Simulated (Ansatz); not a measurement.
`[NH2][Hf]([F])([F])[Cl]` + NH₃ → `[NH2][Hf]([NH2])([F])[Cl]` + H–F at 500 K and 1 bar (ligand exchange at the Hf–F bond).

Gas-phase electronic energies from Ansatz, PBE0-D4/def2-TZVP geometries. CBS: MP2 limit from def2 TZ/QZ plus the TZ coupled-cluster correction, frozen cores. This one scheme is used for every species. def2 core potentials past Kr. For Hf outer-core shells are correlated without core-valence functions, which leaves a few kJ/mol of doubt a bond. One conformer a species, not always the lowest.

| species | CCSD(T)/CBS energy (Eh) | H − E (kJ/mol) | S (J/(mol·K)) |
| --- | --- | --- | --- |
| `[NH2][Hf]([F])([F])[Cl]` | -763.45993 | 124.8 | 440.8 |
| NH₃ | -56.50880 | 108.2 | 211.8 |
| `[NH2][Hf]([NH2])([F])[Cl]` | -719.53162 | 191.2 | 467.1 |
| H–F | -100.39570 | 39.4 | 188.7 |

H − E and S are ideal-gas, rigid-rotor, harmonic terms from PBE0-D4/def2-TZVP, for one conformer and one mirror image of each species. 1 Eh = 2625.50 kJ/mol, R = 8.31446 J/(mol·K).

Q: By hand: ΔE, ΔH, ΔS and ΔG.

A: ΔE = (-719.53162) + (-100.39570) − (-763.45993) − (-56.50880) = 0.04141 Eh = 108.7 kJ/mol. Δ(H − E) = 191.2 + 39.4 − 124.8 − 108.2 = -2.4, so ΔH = 106.3 kJ/mol. ΔS = 467.1 + 188.7 − 440.8 − 211.8 = 3.2 J/(mol·K). ΔG = 106.3 − 500 × (3.2)/1000 = 104.7 kJ/mol.

Q: By hand: the equilibrium constant, and the temperature at which ΔG would vanish if ΔH and ΔS stayed fixed.

A: log₁₀ K = −ΔG/(RT ln 10) = -10.9. ΔG = 0 at ΔH/ΔS = 33219 K, far beyond where these terms or the molecules hold.

The number of gas molecules stays the same, so ΔS is small and ΔH decides. A doubt of 5 kJ/mol in ΔE shifts log₁₀ K by 0.5 here. Other conformers and mirror images would add mixing entropy, several J/(mol·K) or more a flexible species. These are equilibria of isolated gas molecules and say nothing of rates. Largest T1 diagnostic: 0.015 (customary marks: 0.02 for closed shells, 0.045 for open ones).
